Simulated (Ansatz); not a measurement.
`C[SiH2][B](C)[AlH2]` + CH₃SH → `C[S][AlH2]` + `CB[SiH2]C`  (cleavage of the Al–B bond)

Isolated molecules relaxed with PBE0-D4/def2-TZVP in Ansatz; ΔE leaves out vibrations. CCSD(T)/CBS is the MP2 limit (def2-TZVPP, def2-QZVPP) plus CCSD(T) − MP2 in def2-TZVPP, frozen cores. This one scheme is used for every species. Each species was taken in one conformer, which may not be the lowest.

| level | ΔE (kJ/mol) |
| --- | --- |
| HF/def2-QZVPP | -149.8 |
| SCS-MP2/def2-QZVPP | -147.4 |

What does CCSD(T)/CBS give? (Estimate.)

Computed: -141.2 kJ/mol. The listed levels differ from it by -8.6, -6.2 kJ/mol.

Largest T1 diagnostic among the species: 0.012.

From PBE to PBE0 (25 % exact exchange), in def2-TZVPP and without D4, ΔE moves by −3.9 kJ/mol.
